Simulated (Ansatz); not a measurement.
C$_{2}$H$_{6}$AlFS (`C[S][AlH][CH2]F`). Charge 0, multiplicity 1. Geometry: relaxed with PBE0-D4/def2-TZVP. It is one conformer, not always the lowest.

```xyz
11

C     0.027    1.765    1.048
S     1.414    0.600    1.261
Al    0.973   -1.093   -0.011
C    -0.641   -1.269   -1.153
F    -1.532   -0.192   -1.086
H     0.430    2.710    0.685
H    -0.716    1.394    0.347
H    -0.436    1.924    2.021
H     2.032   -2.270   -0.018
H    -0.353   -1.392   -2.206
H    -1.199   -2.176   -0.889
```

Q: What is the dipole moment at r2SCAN/def2-TZVPP? (Best estimate.)

A: Ansatz gave: 0.99 D, with components (-0.70, -0.29, -0.63) D in this frame, pointing from negative to positive charge.

Q: And with PBE, B3LYP, ωB97M-V? (Best estimate.)

A: Computed: PBE 0.94 D, B3LYP 0.94 D, ωB97M-V 0.99 D.

Q: Give the Mulliken charges with r2SCAN, PBE, ωB97M-V in def2-TZVPP. (An estimate is asked.)

A: The calculation gave: 
```
atom  r2SCAN    PBE  ωB97M-V
  C1   -0.13  -0.26    -0.33
  S2   -0.24  -0.20    -0.19
 Al3    0.43   0.32     0.38
  C4   -0.05  -0.10    -0.16
  F5   -0.26  -0.22    -0.25
  H6    0.09   0.12     0.14
  H7    0.09   0.13     0.15
  H8    0.09   0.12     0.14
  H9   -0.14  -0.10    -0.10
 H10    0.06   0.09     0.11
 H11    0.06   0.09     0.11
```

B3LYP here is the variant with VWN-RPA as its local correlation; programs differ in this.
